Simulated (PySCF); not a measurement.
Species: C₈H₁₀Si.
Numbering: `[CH3:1][C:2]#[C:3][C:4]1=[CH:5][Si@@H:6]([CH3:7])[CH:8]=[CH:9]1` (hydrogens: H10, H11, H12 on C1; H13 on C5; H14 on Si6; H15, H16, H17 on C7; H18 on C8; H19 on C9)

The same species was optimised twice, with GFN2-xTB and with PBE0-D3(BJ)/def2-SVP (PySCF), and the same property calculations (PySCF, gas phase) were run on both structures.

| coordinate | GFN2-xTB | PBE0-D3(BJ)/def2-SVP | change |
| --- | --- | --- | --- |
| C4–C9 (Å) | 1.467 | 1.494 | +0.027 |
| Si6–C7 (Å) | 1.899 | 1.878 | -0.021 |
| C3–C4 (Å) | 1.410 | 1.426 | +0.016 |
| Si6–C8 (Å) | 1.890 | 1.876 | -0.014 |
| C2≡C3 (Å) | 1.204 | 1.216 | +0.012 |
| C8=C9 (Å) | 1.335 | 1.347 | +0.012 |
| C4=C5 (Å) | 1.350 | 1.361 | +0.011 |
| C5–Si6 (Å) | 1.881 | 1.872 | -0.009 |
| C1–C2 (Å) | 1.445 | 1.452 | +0.007 |
| C5–Si6–C8 (°) | 89.1 | 92.1 | +3.0 |
| Si6–C8–C9 (°) | 109.5 | 107.4 | -2.1 |
| C4–C5–Si6 (°) | 109.4 | 107.7 | -1.7 |
| C4–C9–C8 (°) | 116.2 | 117.1 | +0.9 |
| C7–Si6–C8 (°) | 114.2 | 114.9 | +0.7 |
| C2–C3–C4 (°) | 179.0 | 178.5 | -0.5 |
| C5–Si6–C7 (°) | 115.1 | 114.8 | -0.3 |
| C3–C4–C5 (°) | 124.8 | 125.1 | +0.3 |

Rotational constants: A = 4138, B = 602.3, C = 556.8 MHz (GFN2-xTB) against A = 4097, B = 599.4, C = 553.0 MHz (PBE0-D3(BJ)/def2-SVP). Point groups within 0.08 Å: C1 and C1. Atoms that the bonding makes alike are paired by their places after alignment.

On the GFN2-xTB structure: HOMO (eV) -6.30 [PBE0/pcSseg-1]; LUMO (eV) -1.62 [PBE0/pcSseg-1]; dipole (D) 0.78 [PBE0/pcSseg-1]; GIAO shielding of C1 (ppm) 180.9 [PBE0/pcSseg-1]; GIAO shielding of C2 (ppm) 87.3 [PBE0/pcSseg-1]; GIAO shielding of C3 (ppm) 100.1 [PBE0/pcSseg-1]; GIAO shielding of C4 (ppm) 38.4 [PBE0/pcSseg-1]; GIAO shielding of C5 (ppm) 45.5 [PBE0/pcSseg-1]; GIAO shielding of Si6 (ppm) 364.4 [PBE0/pcSseg-1]; GIAO shielding of C7 (ppm) 193.2 [PBE0/pcSseg-1]; GIAO shielding of C8 (ppm) 48.7 [PBE0/pcSseg-1].

Question: What do these properties become on the PBE0-D3(BJ)/def2-SVP structure?

Answer: 
```
                                    property          level  on GFN2-xTB  on PBE0-D3(BJ)/def2-SVP  change
                                   HOMO (eV)  PBE0/pcSseg-1        -6.30                    -6.39   -0.09
                                   LUMO (eV)  PBE0/pcSseg-1        -1.62                    -1.68   -0.06
                                  dipole (D)  PBE0/pcSseg-1         0.78                     1.01   +0.23
energy, GFN2-xTB geometry as zero (kcal/mol)  PBE0/pcSseg-1          0.0                     -1.3    -1.3
                  GIAO shielding of C1 (ppm)  PBE0/pcSseg-1        180.9                    178.7    -2.2
                  GIAO shielding of C2 (ppm)  PBE0/pcSseg-1         87.3                     86.7    -0.6
                  GIAO shielding of C3 (ppm)  PBE0/pcSseg-1        100.1                     98.9    -1.2
                  GIAO shielding of C4 (ppm)  PBE0/pcSseg-1         38.4                     34.7    -3.7
                  GIAO shielding of C5 (ppm)  PBE0/pcSseg-1         45.5                     43.2    -2.3
                 GIAO shielding of Si6 (ppm)  PBE0/pcSseg-1        364.4                    362.8    -1.6
                  GIAO shielding of C7 (ppm)  PBE0/pcSseg-1        193.2                    190.5    -2.7
                  GIAO shielding of C8 (ppm)  PBE0/pcSseg-1         48.7                     47.7    -1.0
```

The heavy atoms differ by 0.028 Å rms after alignment. Among bonds between heavy atoms C4–C9 changes most (+0.027 Å). Changes are differences of the printed values. Neither structure is proved a minimum here.
